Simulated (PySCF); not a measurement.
A structure optimised at PBE-D3(BJ)/def2-SVP, used in a PySCF frequency run:

```xyz
11

C      2.5409     0.6620    -0.8561
C      1.3404     0.5465    -0.6178
Si    -0.4543     0.3843    -0.2434
O     -1.0041     1.6868     0.6669
C     -0.7599    -1.1376     0.8514
F     -0.4513    -2.2882     0.1255
H      3.5984     0.7574    -1.0677
H     -1.1812     0.2407    -1.5493
H     -0.7347     2.5652     0.3471
H     -1.8246    -1.1756     1.1786
H     -0.1313    -1.0946     1.7696
```

Question: Write its SMILES and formula.

Answer: C#C[Si@H](O)CF, C3H5FOSi

Question: What are its rotational constants (standard atomic weights)?

Answer: 3.1605, 2.2152, 1.4123 GHz
